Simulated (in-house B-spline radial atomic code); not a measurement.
# TDHF excitations of neutral calcium

Method: TDHF. Computed with an all-electron radial atomic-structure program (B-spline basis): linear response of the closed shell [Ar] 4s2 with bare exchange (time-dependent Hartree-Fock); scalar-relativistic (spin-free one-electron X2C), finite nucleus, no spin-orbit coupling, no double excitations, S, P, D and F terms only; shells from n = 2 respond.

Command:
```bash
python run_td.py task.json out
```
Settings (radii: box in bohr, nucleus in fm):
```
Z                        20
electrons                20
configuration            [Ar] 4s2
hamiltonian              x2c
method                   hf
box_radius               6.5
wall_radius              6.5
rms_radius               3.4776
intervals                68
```

Time taken, with all properties: 0.6 s on 1 thread of Intel(R) Xeon(R) Platinum 8259CL CPU @ 2.50GHz (Skylake/Cascade Lake), on a shared host.

Confined states, up to the first strongly mixed one, which can leave gaps near the end. Labels give the largest channel, * marks a mixed state, and oscillator strengths are full-response dipole values. Energies in eV:

| state | full response | Tamm-Dancoff | oscillator strength |
| --- | --- | --- | --- |
| 4s → 4p 3P | 0.839 | 1.830 | - |
| 4s → 3d 3D | 1.881 | 2.037 | - |
| 4s → 3d 1D | 3.003 | 3.076 | - |
| 4s → 4p 1P | 4.448 | 4.734 | 1.83 |
| 4s → 4d 3D | 10.664 | 10.696 | - |
| 4s → 4d 1D | 11.309 | 11.337 | - |
| 4s → 4f 3F | 12.021 | 12.029 | - |
| 4s → 4f 1F | 12.810 | 12.818 | - |
| 4s → 5s 3S | 13.449 | 13.477 | - |
| 4s → 5s 1S | 14.771 | 14.816 | - |
| 4s → 5p 3P | 17.996 | 18.014 | - |
| 4s → 5p 1P | 18.670 | 18.700 | 0.342 |
| 3p → 3d 3P | ? | ? | - |
| 3p → 3d 3F | 24.934 | 25.400 | - |
| 4s → 5d 3D | 27.149 | 27.158 | - |
| 3p → 3d 1F | 27.570 | 27.650 | - |
| 4s → 5d 1D | 27.711 | 27.728 | - |
| 4s → 5f 3F | 28.238 | 28.243 | - |
| 4s → 5f 1F | 28.710 | 28.714 | - |
| 3p → 4p 3S | ? | ? | - |
| 3p → 4p 3D | 30.56 | 30.65 | - |
| 3p → 4p 1D | 30.99 | 31.03 | - |

(1) Where does 3p → 4p 3S lie?

(2) Where does 3p → 3d 3P lie?

(3) How large is the singlet-triplet splitting of 4s → 3d (D terms) in Tamm-Dancoff?

(4) What polarisabilities and dispersion coefficient does the method give?

Results:

(1) At 29.839 eV in full response, 29.897 eV in Tamm-Dancoff.

(2) At 24.442 eV in full response, 24.573 eV in Tamm-Dancoff.

(3) 1.04 eV, from the unrounded values.

(4) Dipole 72.33 bohr³, quadrupole 728.3 bohr⁵, C6 701.2 hartree·bohr⁶ for two such species.
